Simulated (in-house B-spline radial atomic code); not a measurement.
**RPA and G0W0 on r2SCAN0: Ar6+**

Configuration [Ne] 3s2, mean-field start r2SCAN0. Computed with an all-electron radial atomic-structure program (B-spline basis): all electrons, non-relativistic, point nucleus, each spin shell either full or empty, empty states to l = 9 with an (l + 1/2)⁻⁴ tail; G0W0 by contour deformation at full frequency.

Command:
```bash
python run_gw.py task.json out
```
Settings (radii: box in bohr, nucleus in fm):
```
Z                        18
electrons                12
configuration            [Ne] 3s2
hamiltonian              nr
method                   r2scan0
lmax                     9
spin_polarised           False
box_radius               9.29
intervals                47
ion_configuration        [Ne] 3s1
```

Cost of the run: 2.7 s on 1 thread of Arm Neoverse N1 (shared host).

Energies (hartree):

```tsv
term	value
mean-field total	-516.13718
Hartree-Fock functional on these orbitals	-515.67879
direct second order	-0.82996
second-order exchange	0.30323
SOSEX correction	0.27445
```

**Question.** What is the RPA correlation energy, and what remains with SOSEX?

**Answer.** RPA gives -0.74261 hartree (-1.68 eV per electron); RPA + SOSEX gives -0.46815, and the second-order doubles -0.52674 hartree (no singles). RPA lacks exchange-type terms and so overcorrelates at short range.

Quasi-particle levels (eV):

```csv
level,occupied,mean field,Σx - vxc,Σc,QP weight,G0W0
3s,yes,-117.69,-4.35,?,?,?
2p,yes,-353.41,-19.60,3.74,0.960,-369.27
3p,no,-96.62,6.90,-1.93,0.959,-91.65
```

G0W0 = mean field + (Σx - vxc) + Σc, with Σc (partial-wave tail included) taken at the quasi-particle energy. Levels of low weight are left out.

**Question.** Where does G0W0 put 3s?

**Answer.** At -124.44 eV, with Σc = -2.40 eV and a quasi-particle weight of 0.966. The tabulated removal energy is 124.41 ± 0.06 eV (NIST, semi-empirical); the calculation leaves out relativity, Breit and QED terms, and what these don't explain is the method's own error.

**Question.** What does it cost to remove one electron (to [Ne] 3s1) by differences of total energies, each species on its own start (correlation terms add to the Hartree-Fock functional)?

**Answer.** r2SCAN0 122.89 eV, Hartree-Fock functional 121.85 eV, + RPA 124.28 eV, + RPA + SOSEX 123.62 eV, + second order 124.25 eV. Tabulated: 124.41 ± 0.06 eV (NIST, semi-empirical); the calculation leaves out relativity, Breit and QED terms, and what these don't explain is the method's own error.
